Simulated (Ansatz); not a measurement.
Relaxation of FH₈NSn (11 atoms, charge 0, multiplicity 1), to a largest force component of 0.03 eV/Å in at most 50 steps.

Method: RKS PBE-D4/def2-SVP in Ansatz 0.2.0.

```xyz
11
Properties=species:S:1:pos:R:3
Sn -1.168 -0.662 -0.706
H 1.369 0.696 -1.566
H 0.027 -1.726 -1.340
H -2.694 -1.485 -0.578
H -1.350 0.782 -1.624
H 1.688 0.705 1.171
N -0.485 -0.057 1.183
H 1.741 0.831 -0.980
F 2.534 1.043 1.042
H -1.080 0.702 1.543
H -0.582 -0.831 1.855
```

Question: Where does it end, and by what steps?

Answer: The run converged. After 26 steps the energy has fallen by 0.552 eV; F9 moved furthest, 1.82 Å.

```
step  energy less start (eV)  largest force component (eV/Å)  accepted
   0                  0.0000                           2.182       yes
   1                 -0.2415                           0.858       yes
   2                 -0.3671                           0.575       yes
   3                 -0.3967                           0.619       yes
   4                 -0.4194                           0.237       yes
   5                 -0.4236                           0.099       yes
   6                 -0.4248                           0.050       yes
   7                 -0.4287                           0.088       yes
   8                 -0.4333                           0.385       yes
   9                 -0.4378                           0.403       yes
  10                 -0.4485                           0.528       yes
  11                 -0.4540                           0.569       yes
  12                 -0.4643                           0.555       yes
  13                 -0.4993                           0.204       yes
  14                 -0.5091                           0.212       yes
  15                 -0.5193                           0.134       yes
  16                 -0.5246                           0.161       yes
  17                 -0.5322                           0.171       yes
  18                 -0.5378                           0.118       yes
  19                 -0.5421                           0.318       yes
  20                 -0.5452                           0.199       yes
  21                 -0.5484                           0.067       yes
  22                 -0.5504                           0.059       yes
  23                 -0.5509                           0.072       yes
  24                 -0.5513                           0.031       yes
  25                 -0.5513                           0.040        no
  26                 -0.5515                           0.025       yes
```

```xyz
11
Properties=species:S:1:pos:R:3
Sn -1.019 -0.985 -0.499
H 1.393 2.365 -1.022
H -0.329 -2.543 -0.296
H -2.749 -1.060 -0.357
H -0.559 -0.152 -1.924
H 1.180 -0.067 0.645
N -0.269 0.165 1.117
H 1.584 1.658 -0.776
F 1.927 -0.336 0.028
H -0.574 1.146 1.055
H -0.585 -0.191 2.029
```

Run time: 47 s on 2 threads of Arm Neoverse V1 (shared host), peak memory 0.13 GiB.
